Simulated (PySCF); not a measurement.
Numbering as in the mapped SMILES `[CH3:1][CH2:2][c:3]1[cH:4][c:5]([CH3:6])[n:7]([SiH3:8])[cH:9]1`. Hydrogens are named by the atom that carries them.

Theory: geometry: PBE0-D3(BJ)/def2-SVP, σ from GIAO-PBE0/pcSseg-1, in PySCF (equivalent nuclei averaged, one computed conformer, gas phase, non-relativistic).

List the cross peaks expected in HSQC, COSY and HMBC spectra.

## Answers



HSQC (one-bond C–H):
```
          δH          δC
6.39 (H(C9))  126.7 (C9)
6.19 (H(C4))  117.9 (C4)
2.33 (H(C6))   14.6 (C6)
2.30 (H(C2))   23.8 (C2)
1.11 (H(C1))   20.0 (C1)
```

COSY cross peaks (H two or three bonds apart, from the bond graph; peaks can be absent where the dihedral angle is near 90°):
```
          δH            δH
2.30 (H(C2))  1.11 (H(C1))
```

HMBC (two and three bonds, from the bond graph):
```
           δH                                                        δC
 6.39 (H(C9))             137.0 (C5), 134.2 (C3), 117.9 (C4), 23.8 (C2)
 6.19 (H(C4))  137.0 (C5), 134.2 (C3), 126.7 (C9), 23.8 (C2), 14.6 (C6)
4.93 (H(Si8))                                    137.0 (C5), 126.7 (C9)
 2.33 (H(C6))                                    137.0 (C5), 117.9 (C4)
 2.30 (H(C2))             134.2 (C3), 126.7 (C9), 117.9 (C4), 20.0 (C1)
 1.11 (H(C1))                                     134.2 (C3), 23.8 (C2)
```

Shifts are taken against calculated references (same method and geometry level): TMS for ¹H (σref 31.27), ¹³C (σref 184.41).

Short H···H contacts in this conformer between protons four or more bonds apart (candidates for NOE cross peaks, intensity ∝ r⁻⁶): H(Si8)···H(C9) 2.63 Å, H(C2)···H(C9) 2.69 Å, H(C4)···H(C6) 2.69 Å.

Shifts are as computed. Against solution values, carbons near 30 ppm lie about +2 ppm off and those near 130 ppm about +5 ppm. Of 1211 compounds with measured shifts, 218 miss one by over three times the rms of a fit or turn the order of signals round; such compounds aren't used in these exercises.
